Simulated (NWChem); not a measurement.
System meant: MoF6; SMILES [F][Mo]([F])([F])([F])([F])[F]

The following NWChem deck was run.

```
start job
memory heap 200 mb stack 900 mb global 1100 mb
geometry units angstroms noautoz
  Mo     0.000000     0.000000     0.000000
  F      0.104942    -1.280614     1.284297
  F     -0.104942     1.280614    -1.284297
  F     -0.121924    -1.288497    -1.274880
  F     -1.809571     0.012552     0.160344
  F      1.809571    -0.012552    -0.160344
  F      0.121924     1.288497     1.274880
end
basis spherical
  * library def2-svp
end
dft
  xc b3lyp
  iterations 150
  mulliken
end
task dft energy
```

End of the output:

```
             Northwest Computational Chemistry Package (NWChem) 7.3.0
             --------------------------------------------------------

 CI  symmetry detected

                             Geometry "geometry" -> ""
                             -------------------------

 Output coordinates in angstroms (scale by  1.889725989 to convert to a.u.)

  No.       Tag          Charge          X              Y              Z
 ---- ---------------- ---------- -------------- -------------- --------------
    1 Mo                  42.0000     0.00000000     0.00000000     0.00000000
    2 F                    9.0000    -0.38151763    -1.06296154    -1.42301120
    3 F                    9.0000     0.38151763     1.06296154     1.42301120
    4 F                    9.0000     1.03777542     1.04781995    -1.06089799
    5 F                    9.0000    -1.44147233     1.03570517    -0.38715276
    6 F                    9.0000     1.44147233    -1.03570517     0.38715276
    7 F                    9.0000    -1.03777542    -1.04781995     1.06089799

 Effective nuclear repulsion energy (a.u.)     896.2261932425

      Symmetry information
      --------------------

 Group name             Ci
 Group number              3
 Group order               2
 No. of unique centers     4

                                 NWChem DFT Module
                                 -----------------

 Summary of "ao basis" -> "ao basis" (spherical)
 ------------------------------------------------------------------------------
       Tag                 Description            Shells   Functions and Types
 ---------------- ------------------------------  ------  ---------------------
 Mo                         def2-svp                11       31   5s3p2d1f
 F                          def2-svp                 6       14   3s2p1d

      Symmetry analysis of basis
      --------------------------

        ag         57
        au         58

            General Information
            -------------------
          SCF calculation type: DFT
          Wavefunction type:  closed shell.
          No. of atoms     :     7
          No. of electrons :    96
           Alpha electrons :    48
            Beta electrons :    48
          Charge           :     0
          Spin multiplicity:     1
          Use of symmetry is: on ; symmetry adaption is: on
          Maximum number of iterations: 150
          AO basis - number of functions:   115
                     number of shells:    47
          Convergence on energy requested:  1.00D-06
          Convergence on density requested:  1.00D-05
          Convergence on gradient requested:  5.00D-04

              XC Information
              --------------
                         B3LYP Method XC Potential
                     Hartree-Fock (Exact) Exchange  0.200
                        Slater Exchange Functional  0.800 local
                    Becke 1988 Exchange Functional  0.720 non-local
              Lee-Yang-Parr Correlation Functional  0.810
                  VWN I RPA Correlation Functional  0.190 local

             Grid Information
             ----------------
          Grid used for XC integration:  medium
          Radial quadrature: Mura-Knowles
          Angular quadrature: Lebedev.
          Tag              B.-S. Rad. Rad. Pts. Rad. Cut. Ang. Pts.
          ---              ---------- --------- --------- ---------
          Mo                  1.45      123           8.0       590
          F                   0.50       49           8.0       434
          Grid pruning is: on
          Number of quadrature shells:   270
          Spatial weights used:  Erf1

      Superposition of Atomic Density Guess
      -------------------------------------

 Sum of atomic energies:       -1380.08190541

      Non-variational initial energy
      ------------------------------

 Total energy =   -1388.638012
 1-e energy   =   -3641.947739
 2-e energy   =    1357.083533
 HOMO         =      -1.801305
 LUMO         =      -1.556743

      Symmetry analysis of molecular orbitals - initial
      -------------------------------------------------

  Numbering of irreducible representations:

     1 ag          2 au

  Orbital symmetries:

     1 ag          2 ag          3 au          4 au          5 au
     6 ag          7 ag          8 ag          9 au         10 au
    11 au         12 ag         13 ag         14 ag         15 ag
    16 ag         17 ag         18 au         19 au         20 au
    21 au         22 au         23 au         24 au         25 au
    26 au         27 au         28 ag         29 ag         30 ag
    31 au         32 au         33 au         34 ag         35 ag
    36 ag         37 ag         38 ag         39 ag         40 au
    41 au         42 au         43 ag         44 ag         45 au
    46 au         47 au         48 ag         49 au         50 au
    51 au         52 ag         53 ag         54 ag         55 ag
    56 ag         57 ag         58 ag

     ---------------------------------------------
      Total Density - Mulliken Population Analysis
     ---------------------------------------------

    Atom       Charge   Shell Charges
 -----------   ------   -------------------------------------------------------
    1 Mo  42    42.53   2.01  2.06  2.17 -0.17  0.06  6.13  4.84 -0.21 10.51  0.67 14.46
    2 F    9     8.91   1.99  1.14  0.89  3.17  1.66  0.06
    3 F    9     8.91   1.99  1.14  0.89  3.17  1.66  0.06
    4 F    9     8.91   1.99  1.14  0.89  3.17  1.66  0.06
    5 F    9     8.91   1.99  1.14  0.89  3.17  1.66  0.06
    6 F    9     8.91   1.99  1.14  0.89  3.17  1.66  0.06
    7 F    9     8.91   1.99  1.14  0.89  3.17  1.66  0.06

   convergence    iter        energy       DeltaE   RMS-Dens  Diis-err
 ---------------- ----- ----------------- --------- --------- ---------
 d= 0,ls=0.0,diis     1  -1430.3474472001 -2.33D+03  9.55D-02  3.18D+01
 d= 0,ls=0.0,diis     2  -1432.3142830791 -1.97D+00  2.28D-02  5.65D+00
 d= 0,ls=0.0,diis     3  -1432.6487318952 -3.34D-01  6.49D-03  4.91D-01
 d= 0,ls=0.0,diis     4  -1432.6831399541 -3.44D-02  1.34D-03  3.08D-02
 d= 0,ls=0.0,diis     5  -1432.6854973130 -2.36D-03  4.05D-05  5.54D-06
 d= 0,ls=0.0,diis     6  -1432.6854979778 -6.65D-07  5.19D-06  2.27D-08

         Total DFT energy =    -1432.685497977798
      One electron energy =    -3887.203495746140
           Coulomb energy =     1651.345327998370
    Exchange-Corr. energy =      -93.053523472519
 Nuclear repulsion energy =      896.226193242491

 Numeric. integr. density =       96.000011369778

                  Occupations of the irreducible representations
                  ----------------------------------------------

                     irrep           alpha         beta
                     --------     --------     --------
                     ag               23.0         23.0
                     au               25.0         25.0

[...]
```

Problem. Can this run be used? If not, why, and what is the fix?

Solution. The run ends normally but its numbers are meaningless: the def2 basis of a heavy element holds valence functions alone and wants its effective core potential (without it all electrons must fit into that basis). This input runs:
```
start job
memory heap 200 mb stack 900 mb global 1100 mb
geometry units angstroms noautoz
  Mo     0.000000     0.000000     0.000000
  F      0.104942    -1.280614     1.284297
  F     -0.104942     1.280614    -1.284297
  F     -0.121924    -1.288497    -1.274880
  F     -1.809571     0.012552     0.160344
  F      1.809571    -0.012552    -0.160344
  F      0.121924     1.288497     1.274880
end
basis spherical
  Mo library def2-svp
  F library def2-svp
end
ecp
  Mo library def2-ecp
end
dft
  xc b3lyp
  iterations 150
  mulliken
end
task dft energy
```
It converges to -667.01194 Ha (B3LYP/def2-SVP with def2 effective core potentials on Mo). The faulty run gave -1432.685 Ha, with all electrons squeezed into the valence basis.
